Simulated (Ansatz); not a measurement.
Geometry optimisation, RKS PBE0-D4/6-31G (Ansatz).

input.yaml

```yaml
crystal:
  periodic: [false, false, false]
  atoms:
    - { symbol: Si, position_ang: [0.0, 0.0, 0.0] }
    - { symbol: Cl, position_ang: [0.0, 0.0, 2.13] }
    - { symbol: C, position_ang: [1.7634, 0.0, -0.6227] }
    - { symbol: H, position_ang: [2.1111, -1.0463, -0.7509] }
    - { symbol: H, position_ang: [1.8119, 0.5276, -1.5981] }
    - { symbol: H, position_ang: [2.4154, 0.5187, 0.1108] }
    - { symbol: C, position_ang: [-0.8808, 1.5259, -0.6227] }
    - { symbol: H, position_ang: [-1.9334, 1.2723, -0.8671] }
    - { symbol: H, position_ang: [-0.8624, 2.3106, 0.1622] }
    - { symbol: H, position_ang: [-0.3704, 1.9025, -1.5336] }
    - { symbol: C, position_ang: [-0.8808, -1.5259, -0.6227] }
    - { symbol: H, position_ang: [-1.3804, -2.0377, 0.2261] }
    - { symbol: H, position_ang: [-1.6409, -1.2332, -1.3768] }
    - { symbol: H, position_ang: [-0.1449, -2.2146, -1.0879] }
basis:
  gaussian: { orbitals: "6-31G" }
hamiltonian:
  xc: pbe0
  dispersion: d4
relax:
  f_tol: 0.02
  max_steps: 40
output:
  orbitals: {}
```

Launched with:

```bash
$ ansatz run input.yaml --threads 1 --pin off --max-ram 2048MiB --backend cpu --events-out ev --progress --plain --runs-dir out
```

Question: Where does it end, and by what steps?

Answer: The run converged. The force dipped under the threshold on the way, but the program's further checks kept it going. Limits of this set-up: no polarisation functions. After 10 steps the energy has fallen by 0.307 eV; H13 moved furthest, 0.89 Å.

| step | energy less start (eV) | largest force component (eV/Å) | accepted |
| --- | --- | --- | --- |
| 0 | 0.0000 | 1.174 | yes |
| 1 | -0.1768 | 0.430 | yes |
| 2 | -0.2184 | 0.277 | yes |
| 3 | -0.2584 | 0.128 | yes |
| 4 | -0.2632 | 0.526 | yes |
| 5 | -0.3003 | 0.139 | yes |
| 6 | -0.3039 | 0.139 | yes |
| 7 | -0.3040 | 0.208 | yes |
| 8 | -0.3070 | 0.031 | yes |
| 9 | -0.3073 | 0.002 | yes |
| 10 | -0.3074 | 0.006 | yes |

```xyz
14
Properties=species:S:1:pos:R:3
Si 0.006 -0.035 -0.097
Cl 0.040 -0.246 2.097
C 1.816 0.047 -0.647
H 2.351 -0.861 -0.354
H 1.873 0.147 -1.738
H 2.320 0.905 -0.193
C -0.936 1.568 -0.460
H -1.955 1.513 -0.067
H -0.435 2.423 0.003
H -0.987 1.737 -1.541
C -0.886 -1.568 -0.761
H -1.903 -1.625 -0.362
H -0.943 -1.525 -1.855
H -0.353 -2.479 -0.477
```

Run time: 65 s on 1 thread of Arm Neoverse V1, with other jobs on the host, peak memory 0.16 GiB.
